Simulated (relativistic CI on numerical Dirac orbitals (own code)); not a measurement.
Sensitivity of the levels of K XII to α and to the nuclear radius

Computed by Dirac-Coulomb-Breit CI, separate exchange-only KLI orbitals for each configuration, derivatives by finite differences, unscaled Slater integrals, QED left out (own radial code, finite nucleus).

Configurations in the expansion (outside the closed core 1s2): 2s2 2p4, 2s 2p5, 2p6, 2s2 2p3 3s, 2p5 3s, 2s2 2p3 3p, 2p5 3p, 2p5 3d. Levels of other configurations are missing.

With x = (α/α₀)² − 1 an excitation energy changes as ω = ω₀ + qx; K = 2q/ω₀ is the relative enhancement. Terms are leading LS components, so labels can repeat. The field-shift factor is F = δν/δ⟨r²⟩ for the transition from the lowest level.

Lowest level 2s2 2p4 3P_2.

```csv
Level,ω₀ (cm⁻¹),q (cm⁻¹),F (GHz/fm²)
2s2 2p4 3P_1,18800,20400,0.00641
2s2 2p4 3P_0,22981,20340,-0.00971
2s2 2p4 1D_2,81789,14660,0.0451
2s2 2p4 1S_0,159150,21740,-0.675
2s 2p5 3P°_2,582267,28420,-20.3
2s 2p5 3P°_1,598048,43710,-20.3
2s 2p5 3P°_0,607149,53540,-20.3
2s 2p5 1P°_1,808355,39220,-21.2
2p6 1S_0,1378932,61830,-40.3
2s2 2p3 3s 5S°_2,2888584,4899,8.46
2s2 2p3 3s 3S°_1,2925514,4309,8.4
2s2 2p3 3s 3D°_1,3002312,-318.5,8.47
2s2 2p3 3s 3D°_2,3002952,337.8,8.47
```

At this charge energies of transitions that change n are usually good to better than 1 %, and those within a shell (Δn = 0) to a few per cent.

**Question.** Which transition from the lowest level has the largest |K|?

**Answer.** 2s2 2p4 3P_1 at 18800 cm⁻¹, K = 2.17.
